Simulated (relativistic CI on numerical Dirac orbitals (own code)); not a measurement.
One change at a time: Cs15+

Base calculation: Dirac-Coulomb-Breit CI, separate exchange-only KLI orbitals for each configuration, QED by a radiative potential, unscaled Slater integrals.

CI space (outside the closed core [Ar] 3d10): 4s²4p⁶4d⁴, 4s²4p⁵4d⁵, 4s²4p⁶4d³4f, 4s4p⁶4d⁵, 4s²4p⁶4d³5s, 4s²4p⁶4d³5p, 4s4p⁶4d⁴4f, 4s²4p⁶4d²4f5s, 4s²4p⁶4d³5d, 4s²4p⁶4d²5s5p, 4s²4p⁶4d³6s, 4p⁶4d⁶, 4p⁵4d⁷, 4s²4p⁶4d²5s², 4s²4p⁶4d4f5s², 4s²4p⁶4d5s²5p, 4s4p⁶4d²4f5s². Double excitations out of closed p, d and f shells are left out; levels of such configurations are missing from the list, as are those of other unlisted configurations, and high levels can miss mixing partners.

Variants: (1) only the first 3 configurations; (2) non-relativistic limit. Shifts of the energy above 4s²4p⁶4d⁴ ⁵D0, in cm⁻¹, for the lowest level and the first level of each name with at least 55 % of one term (blank where a level changes its place among those of its configuration and J or its character, or is not in the variant):

```tsv
Level	Base	Δ(1)	Δ(2)
4s²4p⁶4d⁴ ⁵D0	0.0	0.0	0.0
4s²4p⁶4d⁴ ⁵D1	8803.0	-228.7	-8803.0
4s²4p⁶4d⁴ ⁵D2	16838.8	-245.2	-16838.8
4s²4p⁶4d⁴ ⁵D3	23428.8	-194.1	-23428.8
4s²4p⁶4d⁴ ⁵D4	28292.0	-151.2	-28292.0
4s²4p⁶4d⁴ ³H4	47052.4	-404.9	-9292.4
4s²4p⁶4d⁴ ³G3	56040.5	+353.0	
4s²4p⁶4d⁴ ³H5	58548.9	-729.3	-20789.0
4s²4p⁶4d⁴ ³F2	58655.2	+418.3	
4s²4p⁶4d⁴ ³P1	59259.1	+506.7	-18266.1
4s²4p⁶4d⁴ ³H6	63777.5	-1059.8	-26017.6
4s²4p⁶4d⁴ ³G5	84759.6	+95.5	-39816.7
4s²4p⁶4d⁴ ³D1	88832.0	+2180.8	-33845.6
4s²4p⁶4d⁴ ¹I6	90350.4	-1061.9	-34108.6
```

At this charge energies of transitions that change n are usually good to better than 1 %, and those within a shell (Δn = 0) to a few per cent. Terms inside the open d or f shell come out 10 to 20 % too wide with unscaled integrals. Levels and lines within the n = 5 or 6 shells can be off by up to 10 % or somewhat more, and those that change n by about 2 %, since core polarisation is missing.

Ionisation energy from the two ground configurations alone: base 382.078 eV. The NIST ASD value (theoretical) is 382 eV.

LS names give the leading component of a level, which can be under half, so a name can repeat, a term be missing and a line seem to break the LS rules.
